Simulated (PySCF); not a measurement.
SMILES ClC[SiH2][Si](Cl)(Cl)Cl (GFN2-xTB optimised geometry):

```
11

Cl    -0.100    -0.552    -3.690
C     -0.391    -2.248    -3.196
Si    -1.636    -2.215    -1.743
Si    -0.715    -0.968     0.000
Cl    -1.298    -1.752     1.786
Cl     1.314    -0.968     0.000
Cl    -1.314     0.968     0.000
H      0.577    -2.668    -2.933
H     -0.767    -2.771    -4.072
H     -2.876    -1.617    -2.245
H     -1.891    -3.610    -1.362
```

Method: PySCF 2.14.0 with PBE0/def2-TZVP.

Q: What are the frontier orbital energies and the dipole moment?

A: HOMO-2 -8.84 eV, HOMO-1 -8.71 eV, HOMO -8.31 eV, LUMO -1.01 eV, LUMO+1 -0.67 eV; dipole moment 2.46 D.

Meta-Löwdin charges at PBE0/def2-TZVP: Cl1 -0.11, C2 -0.40, Si3 0.38, Si4 0.76, Cl5 -0.27, Cl6 -0.26, Cl7 -0.26, H8 0.15, H9 0.15, H10 -0.06, H11 -0.07.
